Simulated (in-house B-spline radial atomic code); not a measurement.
Solving the quasi-particle equation for 6s of neutral barium

Configuration [Xe] 6s2, start PBE0; correlation leaves out the 8 deepest shells, empty levels kept to 600 hartree. Computed with a B-spline radial code for spherical atoms: all electrons, scalar-relativistic (spin-free one-electron X2C), finite nucleus, each spin shell either full or empty, empty states to l = 9 with an (l + 1/2)⁻⁴ tail; G0W0 by contour deformation at full frequency.

At the mean-field level ε = -3.699 eV the matrix elements are Σx = -6.281 eV, v_xc = -5.702 eV and Σc(ε) = -1.337 eV, and the slope of the correlation self-energy is dΣc/dω = -0.1597. The quasi-particle energy solves E = ε + Σx − v_xc + Σc(E).

Task: What does the linearised equation give?

Result: Z = 1/(1 − dΣc/dω) = 1/1.1597 = 0.8623. The first-order shift is Σx − v_xc + Σc(ε) = -6.281 − (-5.702) + (-1.337) = -1.916 eV, so E ≈ ε + Z × shift = -3.699 + 0.8623 × (-1.916) = -5.351 eV.

Task: How does that compare with the full solution and with static screening?

Result: Solving the equation at full frequency dependence gives E = -5.350 eV, where Σc = -1.072 eV and the weight is 0.851; the linearised value is off by 1 meV. Leaving Z out would give -5.615 eV. Static COHSEX puts -2.456 eV in place of Σc and gives -6.734 eV, 1.38 eV deeper. The tabulated removal energy is 5.212 eV (NIST, measured); the run leaves out spin-orbit coupling, Breit and QED terms.
